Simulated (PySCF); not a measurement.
# Dipole moment and polarisability of `[BH3-][NH2+]CCC=C`

Compound: C₄H₁₂BN.
Atom-mapped SMILES: `[BH3-:1][NH2+:2][CH2:3][CH2:4][CH:5]=[CH2:6]` (hydrogens: H7, H8, H9 on B1; H10, H11 on N2; H12, H13 on C3; H14, H15 on C4; H16 on C5; H17, H18 on C6)

Structure used (PBE0-D3(BJ)/def2-SVP), in Å, numbered top down from 1:
```
atom  x, y, z in Å
B1     1.9247    0.7538    0.2150
N2     1.1654   -0.2330   -0.8312
C3     0.4032   -1.3537   -0.2514
C4    -0.8971   -0.8665    0.3790
C5    -1.8036   -0.2362   -0.6340
C6    -1.9797    1.0808   -0.7734
H7     2.6839    0.0330    0.8548
H8     1.0674    1.2784    0.9154
H9     2.5135    1.5698   -0.4855
H10    0.5287    0.3311   -1.4040
H11    1.8771   -0.5931   -1.4667
H12    1.0446   -1.8258    0.5060
H13    0.1892   -2.0976   -1.0380
H14   -1.3888   -1.7340    0.8473
H15   -0.6563   -0.1491    1.1766
H16   -2.3156   -0.9180   -1.3265
H17   -2.6326    1.4915   -1.5483
H18   -1.4850    1.7923   -0.1035
```

Level: PBE0/def2-SVPD (PySCF), static field, nuclei fixed, core orbitals frozen in the response. The polarisability tensor in these axes (au):

```
x   81.66 -2.09  3.47
y   -2.09 82.73 -2.99
z    3.47 -2.99 67.67
```

Task: Diagonalise the tensor; give its mean and Δα, where Δα² is half the sum of the squared differences of the eigenvalues.

Result: Principal values 66.48, 80.09 and 85.49 au; mean 77.35 au = 11.46 Å³ = 12.75 × 10⁻⁴⁰ C²·m²/J; Δα = 16.97 au (22 % of the mean).

Task: What is the dipole moment, and where does it point?

Result: (-2.89, -3.31, -2.91) D, 5.27 D in size, pointing from the negative to the positive side. Measured along this direction, the outermost atoms are H9 at the negative end and H16 at the positive end.

Task: Refractivity n − 1 of an ideal gas of it at 298.15 K and 1 atm, from the electronic α?

Result: N = p/kT = 2.4615 × 10¹⁹ cm⁻³, so n − 1 = 2π × N × 11.46 × 10⁻²⁴ cm³ = 1773 × 10⁻⁶ at long wavelengths.

Task: Estimate the molar refractivity from the static electronic polarisability.

Result: Lorentz–Lorenz: R = (4π/3)N_A α = 2.5225 cm³/(mol·Å³) × 11.46 Å³ = 28.9 cm³/mol, in the limit of long wavelengths.

Task: Directions of the eigenvectors, and the extent of the frame along each?

Result: Largest value along (-0.63, 0.74, -0.25), where the nuclei span 5.26 Å; middle along (0.75, 0.66, 0.05), 5.31 Å; least along (-0.20, 0.15, 0.97), 3.13 Å. 

One conformer (not necessarily the lowest) at the PBE0-D3(BJ)/def2-SVP geometry, without solvent, vibrations or thermal averaging.

These values come from a run that also computed excited states and ΔSCF ions. The run took 4.0 min of wall time on one thread, Arm Neoverse V1 (aarch64), shared host with 32 logical CPUs at a one-minute load of 23, and the process peaked at 0.89 GiB of memory.
